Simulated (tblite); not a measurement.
Isomers of C8H10FN. All values are computed: GFN2-xTB (tblite) harmonic vibrations without scaling, gas phase. The method is semi-empirical: single wavenumbers can be off by several per cent or more. One conformer each.

Electronic energies: GFN2-xTB at the same geometries; isomer energies are rough at this level and their order can be wrong.

```tsv
SMILES	electronic energy, lowest = 0 (kJ/mol)
N#CC[C@@H](F)C=C1CCC1	31.7
N#C[C@@]1(F)CCC12CCC2	0.0
CC1=CCN[C@H]1C#CCF	75.9
```

Q: How do GFN2-xTB zero-point energies change the relative energies?

A: 
```csv
SMILES,ZPE (kJ/mol),of it from modes above 1550 cm⁻¹,electronic (kJ/mol),"with ZPE, lowest = 0 (kJ/mol)",lowest mode (cm⁻¹),rings
N#C[C@@]1(F)CCC12CCC2,425.4,194.9,0.0,0.0,49,2
N#CC[C@@H](F)C=C1CCC1,418.9,204.3,31.7,25.3,42,1
CC1=CCN[C@H]1C#CCF,416.3,204.1,75.9,66.8,12,1
```

The zero-point energies span 9.1 kJ/mol, from `CC1=CCN[C@H]1C#CCF` to `N#C[C@@]1(F)CCC12CCC2`. The order is unchanged.
